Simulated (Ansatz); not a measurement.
PBE exchange is replaced step by step with exact exchange (0 % is PBE, 25 % PBE0; no dispersion term), basis def2-TZVP, Ansatz. System: ScF3. Charge 0, multiplicity 1. Geometry: PBE0-D4/def2-TZVP, each spin state at its own.

The relaxed quintet has other bonds than the singlet, so its gap is one between isomers.

Geometry of the singlet:

```xyz
4

Sc   -0.002    0.001   -0.002
F    -0.535   -1.655   -0.593
F    -0.977    0.875    1.287
F     1.514    0.779   -0.692
```

At PBE-D4/def2-TZVP the gap within one spin of the charge 0 quintet nearly closes, so an electron or hole may be smeared out by delocalisation error. In the quintet geometry the species has come apart into loosely held pieces. The structure comes from a short search, and lower isomers may exist.

| exact exchange (%) | HOMO (eV) | LUMO (eV) | gap (eV) | triplet − singlet (kJ/mol) | quintet − singlet (kJ/mol) |
| --- | --- | --- | --- | --- | --- |
| 0 | -9.18 | -3.51 | 5.66 | 546.6 | 1247.6 |
| 5 | -9.58 | -3.34 | 6.24 | 560.7 | 1250.2 |
| 15 | -10.38 | -2.98 | 7.40 | 589.1 | 1255.7 |
| 25 | -11.20 | -2.63 | 8.57 | 617.8 | 1262.9 |
| 35 | -12.02 | -2.27 | 9.75 | 646.9 | 1271.9 |
| 50 | -13.27 | -1.75 | 11.53 | 689.4 | 1282.6 |

Q: Fit a straight line to the column «quintet − singlet (kJ/mol)» against the share of exact exchange and predict its value at 10 %.

A: With x = exact exchange (%) and y = quintet − singlet (kJ/mol): mean x = 21.67, mean y = 1262; Σ(x − x̄)(y − ȳ) = 1269, Σ(x − x̄)² = 1783; slope b = 0.7117, intercept a = ȳ − b·x̄ = 1247. The residuals of the fitted rows reach 2.0. At x = 10 the line gives 1247 + (0.7117 × 10) = 1254.1; the run gave 1252.8, 1.3 less than the line.
